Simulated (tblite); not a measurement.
C₃H₈BO₂Si (doublet state).
Atom-mapped SMILES: `[OH:1][B:2]([O:3][SiH3:4])[C@H:5]1[CH:6][CH2:7]1` (hydrogens: H8 on O1; H9, H10, H11 on Si4; H12 on C5; H13 on C6; H14, H15 on C7)

Computed with GFN2-xTB (tblite), gas phase: L-BFGS steps from a force-field or distance-geometry start until the largest atomic force falls under 0.01 eV/Å.

Step 108: E = -588.5229 eV
```
atom  x, y, z in Å  |  force x, y, z in eV/Å
O1      0.5528   -2.2670    1.1248   -0.028  -0.024   0.006
B2      0.3408   -1.0585    0.5617   -0.054  -0.013  -0.010
O3      1.3764   -0.3129    0.1481   -0.032  -0.021   0.011
Si4     1.9240    1.0853   -0.4358    0.003   0.024   0.083
C5     -1.1630   -0.5996    0.4129   -0.014  -0.009   0.009
C6     -1.5877    0.8031    0.5201    0.006  -0.020   0.035
C7     -1.5955    0.2159   -0.8104   -0.003   0.013  -0.041
H8      1.4695   -2.5313    1.2081    0.044   0.015  -0.009
H9      2.3137    0.7955   -1.8146    0.042  -0.021  -0.036
H10     0.9109    2.1379   -0.3986    0.005   0.051   0.030
H11     3.0505    1.3828    0.4509    0.001   0.022  -0.057
H12    -1.8693   -1.3424    0.7818    0.010  -0.016   0.028
H13    -2.3769    1.2296    1.1063    0.056   0.012  -0.042
H14    -2.5382   -0.0136   -1.2966   -0.021  -0.003  -0.023
H15    -0.8123    0.4834   -1.5090   -0.014  -0.012   0.015
```

Step 109: E = -588.5242 eV
```
atom  x, y, z in Å  |  force x, y, z in eV/Å
O1      0.5528   -2.2744    1.1221   -0.081   0.005   0.002
B2      0.3424   -1.0645    0.5608   -0.056  -0.013  -0.016
O3      1.3769   -0.3147    0.1508   -0.011   0.002  -0.005
Si4     1.9167    1.0892   -0.4309   -0.030  -0.002   0.072
C5     -1.1614   -0.6024    0.4108   -0.011   0.020   0.012
C6     -1.5728    0.8052    0.5127    0.021  -0.035   0.001
C7     -1.5931    0.2101   -0.8151   -0.013   0.019  -0.020
H8      1.4665   -2.5422    1.2143    0.087   0.017  -0.018
H9      2.3068    0.8129   -1.8137    0.027  -0.027  -0.011
H10     0.8977    2.1374   -0.3844    0.018   0.032   0.030
H11     3.0458    1.3869    0.4507    0.012   0.025  -0.042
H12    -1.8713   -1.3388    0.7853    0.012  -0.015   0.031
H13    -2.3525    1.2501    1.0980    0.060  -0.007  -0.038
H14    -2.5448   -0.0130   -1.2878    0.004  -0.003  -0.039
H15    -0.8141    0.4663   -1.5238   -0.037  -0.019   0.041
```

Task: Estimate the geometry and energy of step 110. (The exact step hangs on the optimiser's Hessian estimate; all steps are aligned on step 109, rigid shifts and turns removed.)

Result: E = -588.5255 eV, largest force 0.085 eV/Å
```
atom  x, y, z in Å  |  force x, y, z in eV/Å
O1      0.5567   -2.2756    1.1194   -0.084  -0.006   0.011
B2      0.3393   -1.0657    0.5613   -0.047   0.002  -0.026
O3      1.3681   -0.3064    0.1549    0.010  -0.010  -0.002
Si4     1.9172    1.0925   -0.4286   -0.034  -0.015   0.040
C5     -1.1661   -0.6080    0.4091   -0.007   0.004   0.015
C6     -1.5729    0.7999    0.5126    0.027   0.006   0.000
C7     -1.5965    0.2074   -0.8156   -0.025   0.003   0.008
H8      1.4708   -2.5415    1.2170    0.071   0.036  -0.029
H9      2.3133    0.8111   -1.8092    0.008  -0.024  -0.012
H10     0.9063    2.1478   -0.3817    0.009   0.031   0.024
H11     3.0526    1.3849    0.4435    0.032   0.029  -0.005
H12    -1.8759   -1.3453    0.7813    0.004  -0.016   0.035
H13    -2.3472    1.2565    1.0951    0.050  -0.019  -0.017
H14    -2.5507   -0.0110   -1.2841   -0.007  -0.012  -0.058
H15    -0.8193    0.4614   -1.5254   -0.008  -0.009   0.014
```

The energy changes by -0.0013 eV. The first-order estimate −F·Δx gives -0.0020 eV and the mean of the old and new forces, exact on a quadratic surface, -0.0013 eV. The step makes an angle of 73° with the force vector and moves no atom by more than 0.014 Å.

The cost below is that of the whole relaxation. Hardware: Arm Neoverse V1, one thread, on a shared host. Cost: 0.91 s.
